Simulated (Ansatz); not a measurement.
F₆SiSn (`F[Si](F)(F)[Sn]([F])([F])[F]`). Total charge 0; spin multiplicity 1. Sn takes the def2 core potential.

```xyz
8

F     1.911    1.409    0.360
Si    1.274   -0.015    0.513
F     1.218   -0.407    2.029
F     2.135   -1.064   -0.270
Sn   -1.103    0.013   -0.444
F    -1.182    0.481   -2.277
F    -1.992   -1.656   -0.331
F    -2.261    1.238    0.419
```

What are the harmonic wavenumbers in cm⁻¹ at PBE0-D4/def2-TZVP (Ansatz, finite differences of forces, unscaled)? (Best estimate.)

Ansatz gave: 16, 67, 67, 144, 144, 168, 175, 176, 215, 306, 306, 456, 651, 656, 656, 856, 1012, 1012.

Is this a minimum?

Yes, all 18 modes are real.

Give the ideal-gas thermochemistry at 298.15 K and 1 bar (rigid rotor, harmonic oscillator; point group C3v, symmetry number 3).

Zero-point energy 42.4 kJ/mol; H(298) − E = 72.7 kJ/mol; entropy 443.4 J/(mol·K), of which translation 178.2, rotation 118.0, vibration 147.1; G(298) − E = -59.5 kJ/mol. Modes under 100 cm⁻¹ are hindered rotations or soft bends, so the harmonic entropy is rough.

And at 400, 500, 600, 800 and 1000 K?


```json
{"T (K)": "400", "H − E (kJ/mol)": "87.8", "S (J/mol/K)": "487.0", "G − E (kJ/mol)": "-107.0"}
{"T (K)": "500", "H − E (kJ/mol)": "103.7", "S (J/mol/K)": "522.3", "G − E (kJ/mol)": "-157.5"}
{"T (K)": "600", "H − E (kJ/mol)": "120.2", "S (J/mol/K)": "552.4", "G − E (kJ/mol)": "-211.2"}
{"T (K)": "800", "H − E (kJ/mol)": "154.4", "S (J/mol/K)": "601.5", "G − E (kJ/mol)": "-326.8"}
{"T (K)": "1000", "H − E (kJ/mol)": "189.4", "S (J/mol/K)": "640.6", "G − E (kJ/mol)": "-451.2"}
```
